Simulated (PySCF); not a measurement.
SiH3I, optimised at GFN2-xTB:

```xyz
5

Si    -0.0145    -0.0077     0.0222
I     -0.0173     0.9660    -2.2389
H     -0.0212    -1.4485    -0.1620
H      1.1987     0.4699     0.6626
H     -1.2197     0.4802     0.6700
```

Method: PySCF energies (xtb for GFN2) plus ideal-gas RRHO corrections (1 bar). All species are closed-shell singlets. I: scalar-relativistic def2 core potential, no spin-orbit coupling.

Question: List the harmonic frequencies (cm⁻¹, unscaled) at this level and at the other levels, each on its own geometry.

Answer: 
- GFN2-xTB: 406, 550, 550, 781, 781, 789, 2354, 2354, 2360
- PBE/def2-SVP: 351, 565, 565, 871, 901, 901, 2172, 2193, 2193
- PBE0/def2-TZVP: 364, 586, 586, 900, 939, 939, 2243, 2260, 2260
